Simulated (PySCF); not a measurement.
**AlCl₃ + H₂O → AlOCl + 2 HCl**

Level: B3LYP in the def2-TZVP basis family, all electrons, no relativity, computed in PySCF with density fitting; open shells unrestricted.

```tsv
species	state and structure	E (Eh)	ZPE (kJ/mol)	H(298 K) − H(0) (kJ/mol)	S° (J/(mol K))
AlCl₃	singlet, D3h, Al–Cl 2.079 Å (×3)	-1623.35840	12.5	16.5	313.6
H₂O	singlet, C2v, O–H 0.963 Å (×2); H–O–H 105.2°	-76.46303	55.6	9.9	188.8
AlOCl	singlet, C∞v, Al–Cl 2.068 Å, Al–O 1.597 Å; Cl–Al–O 180.0°	-777.99618	11.7	12.5	257.7
HCl	singlet, C∞v, H–Cl 1.282 Å	-460.83511	17.6	8.7	186.7
```

(1) What is the electronic reaction energy?

(2) Add zero-point, thermal and entropy terms for 298.15 K and 1 bar.

Answers

(1) At B3LYP/def2-TZVP, ΔE = 407.0 kJ/mol from the differences of the total energies times 2625.5, uphill. 

(2) ΔZPE = -21.2 and Δ[H(298) − H(0)] = 3.5 kJ/mol give ΔH° = 389.3 kJ/mol. ΔS° = 128.7 J/(mol K), so ΔG° = 389.3 − 298.15 × (0.1287) = 351 kJ/mol.

The structures come from searches over a few start shapes, so lower isomers are not excluded.
